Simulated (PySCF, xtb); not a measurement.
CH9ClOSi3, SMILES CO[Si@H]([SiH3])[SiH2]Cl. Other conformers were not sampled.

Harmonic wavenumbers (cm⁻¹) from GFN2-xTB (xtb 6.7.1) at its own minimum, in rising order: 27, 40, 57, 69, 98, 112, 131, 197, 277, 349, 373, 424, 448, 466, 508, 574, 580, 675, 695, 755, 789, 802, 822, 833, 1136, 1136, 1155, 1420, 1488, 1490, 2151, 2171, 2192, 2205, 2214, 2258, 2934, 2947, 2994.

Task: What does PBE-D3(BJ)/def2-SVP (PySCF 2.14.0) give at its own minimum? (The exact figures need the calculation; the answer reports its results.)

Result: 26, 58, 69, 97, 113, 119, 133, 191, 268, 361, 395, 441, 486, 516, 524, 645, 685, 719, 760, 795, 836, 896, 901, 905, 1110, 1134, 1163, 1417, 1421, 1427, 2145, 2148, 2160, 2161, 2170, 2177, 2907, 2974, 3044. Paired by order, the mean absolute difference is 35 cm⁻¹ and the zero-point energies are 57.2 and 57.9 kcal/mol.
